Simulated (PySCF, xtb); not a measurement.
Relaxing a trial structure of CH5SeSi+

The starting geometry of this gas-phase triplet was built from a drawn formula by distance geometry and a force field; its bonds are those of `[SiH]C[SeH2+]`.

| atom | x (Å) | y (Å) | z (Å) |
| --- | --- | --- | --- |
| C | -1.6260 | 0.0224 | 0.8741 |
| Se | -0.7563 | -1.3662 | -0.1541 |
| Si | -2.9077 | 0.8399 | -0.1211 |
| H | -2.2941 | 1.4660 | -1.3141 |
| H | -2.0839 | -0.4230 | 1.7529 |
| H | -0.9271 | 0.7571 | 1.2297 |
| H | 0.1272 | -0.2938 | -0.8600 |
| H | 0.3545 | -1.4928 | 0.8846 |

**Question.** Where would you expect an optimisation with r2SCAN-D4/def2-SVP to take it?

**Answer.** It keeps its bonds, and is `[SiH]C[SeH2+]`.

The energy falls by 0.40 eV over 18 steps:

```csv
step,E − E(last) (eV)
1,0.403
3,0.024
5,0.003
7,0.000
9,0.000
10,0.000
12,0.000
14,0.000
16,0.000
18,0.000
```

Final geometry (Å):

```xyz
8

C    -1.6578    0.0736    0.8159
Se   -0.6565   -1.4809   -0.0227
Si   -2.8974    0.8954   -0.3568
H    -2.3413    1.9172   -1.2897
H    -2.1655   -0.4085    1.6671
H    -0.8878    0.7647    1.1953
H     0.1622   -0.6580   -0.9365
H     0.4822   -1.6372    0.9234
```

From the same start GFN2-xTB ends elsewhere, in pieces: CH3Si + H2Se.

No frequencies were run, so the end isn't proven a minimum. Open shells are spin-unrestricted. The triplet needn't be the ground state. Run with PySCF 2.14.0, 9.5 min on 2 threads of Intel(R) Xeon(R) Processor @ 2.50GHz (Skylake/Cascade Lake), on a shared host.
